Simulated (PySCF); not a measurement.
Correlation energy of Ir (iridium, neutral)

[Xe] 4f14 5d6 6s2 6p1, one real determinant (an excited configuration). Computed with PySCF 2.14 in aug-cc-pwCVDZ-PP with ECP60MDF, with a scalar-relativistic core potential. Frozen: 5s2 5p6; 9 electrons correlated.

MP2 pair energies summed by pair of shells (mhartree):

```csv
pair,energy,share (%)
5d-5d,-87.94,47.3
5d-6s,-60.50,32.5
6s-6s,-13.62,7.3
6s-6p,-12.67,6.8
5d-6p,-11.21,6.0
```

Total MP2 correlation energy: -185.94 mhartree.

Same-spin part -82.66 and opposite-spin part -103.27 mhartree; SCS-MP2 scales them by 1/3 and 6/5 to -151.48 mhartree.

The reference is one real determinant that mixes LS terms of this configuration.
